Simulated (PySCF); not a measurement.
A calculated (PBE, PySCF 2.14, cc-pVDZ-DK, the spin-free X2C one-electron Hamiltonian (Gaussian nucleus)) atom or ion has these occupied shells.

| shell | electrons | orbital energy (eV) | rms radius, mean of both spins (bohr) |
| --- | --- | --- | --- |
| 1s α | 1 | -916.40 | 0.183 |
| 1s β | 1 | -912.97 | 0.183 |
| 2s α | 1 | -106.56 | 0.882 |
| 2s β | 1 | -98.145 | 0.882 |
| 2p α | 3 | -83.800 | 0.837 |

Task: Name the element and its charge.

Result: Ne³⁺ (neon, charge +3), in [He] 2s2 2p3, high-spin 4S determinant.
